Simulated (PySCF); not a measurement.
## Working with the constants of AlTe

UHF-CCSD(T) constants of AlTe, ²Σ⁺ (doublet), unpaired electrons σ ↑ (Al x2c-SVPall, Te x2c-SVPall; spin-free X2C with a Gaussian nucleus (PySCF 2.14); masses 26.9815 and 129.9062 u):

| Property | Result |
| --- | --- |
| ωe | 407.0 cm⁻¹ |
| ωexe | 1.76 cm⁻¹ |
| Be | 0.13319 cm⁻¹ |
| αe | 0.000652 cm⁻¹ |
| De to Al + Te | 2.81 eV |

Problem. What force constant and bond length do these constants imply?

Solution. Reduced mass μred = 22.341 u; k = 5.8918×10⁻⁷·μred·ωe² (u, cm⁻¹, mdyn/Å) = 2.18 mdyn/Å; Re = √(16.8576/(μred·Be)) (u, cm⁻¹, Å) = 2.380 Å.

Problem. Estimate the centrifugal constant D from the Kratzer relation and find the Dunham coefficient a1.

Solution. D = 4Be³/ωe² = 5.71e-08 cm⁻¹; a1 = −1 − αeωe/(6Be²) = -3.49.

Correlated steps freeze 23 core orbitals. Correlated levels converge slowly with the basis: in double zeta they bind strong bonds too weakly, by up to about 1 eV, and carry superposition errors of some tenths. Spin–orbit coupling is left out, which matters for elements this heavy, above all for dissociation energies. The state is the lowest determinant that a PBE0 search found; another state may lie lower at other levels.
